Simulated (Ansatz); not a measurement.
Z-matrix (Å, degrees):
```
C
Mo 1 2.098
H 1 1.092 2 109.9
H 1 1.093 2 108.9 3 -120.0
H 1 1.093 2 108.9 3 120.0
N 2 1.904 1 106.5 3 180.0
S 2 2.100 1 105.4 3 -60.2
S 2 2.100 1 105.4 3 60.2
H 6 1.011 2 123.4 1 98.4
H 6 1.011 2 123.4 1 -98.4
```

Charge 0, multiplicity 1. Mo: def2 effective core potential.

(1) List the PBE/def2-TZVPP orbital energies in eV (the Gaussian-basis code of Ansatz). (An estimate is asked.)

Answers

(1) The calculation gave: Occupied: -2395.52, -2395.52, -381.38, -268.79, -208.48, -208.48, -154.57, -154.57, -154.53, -154.53, -154.49, -154.49, -67.78, -41.81, -41.72, -41.53, -21.62, -16.97, -16.59, -16.34, -13.07, -10.90, -10.16, -10.10, -8.36, -8.19, -8.07, -7.71, -7.41, -6.94, -6.69, -6.03. Lowest empty: -3.49, -3.27, -2.23, -1.81, -1.40, -0.64, 0.43, 0.63.
